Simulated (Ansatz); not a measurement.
Species: C$_{2}$H$_{10}$P$_{2}$Si, net charge 0, singlet state. 
Geometry from a B3LYP-D3(BJ)/def2-TZVP (Ansatz, a program for electronic structure) optimisation:
```
Si
C 1 1.8780
H 2 1.0912 1 111.26
H 2 1.0921 3 108.17 1 -121.72
H 2 1.0925 3 107.93 4 -116.65
C 1 1.8783 2 110.60 3 -178.55
H 6 1.0911 1 111.16 2 179.47
H 6 1.0921 7 107.91 1 -121.23
H 6 1.0926 7 108.20 8 -116.91
P 1 2.2708 2 107.80 3 57.28
H 10 1.4190 1 94.16 2 171.72
H 10 1.4220 11 93.70 1 95.41
P 1 2.2720 2 107.93 3 -61.00
H 13 1.4189 1 94.84 2 73.92
H 13 1.4194 14 93.85 1 -95.07
```
Charge 0, spin multiplicity 1.

Basis-set convergence of Hartree-Fock and CCSD(T) correlation energies (hartree) with Ansatz. Valence correlation only, unless marked. No spin-orbit coupling. No relativistic terms.

```tsv
basis	functions	E(HF)	E(corr, CCSD(T))
cc-pV(D+d)Z	147	-1052.01647	-0.75257
cc-pV(T+d)Z	317	-1052.08004	-0.91612
cc-pV(Q+d)Z	602	-1052.09457	-0.96532
```

Extrapolating the two largest sets (X = 3 and 4) as X^-3: E(corr) = (64·(-0.96532) - 27·(-0.91612))/37 = -1.0012 Eh, an estimate of the basis-set limit. The largest set recovers 96.4 % of it, the smallest 75.2 %.
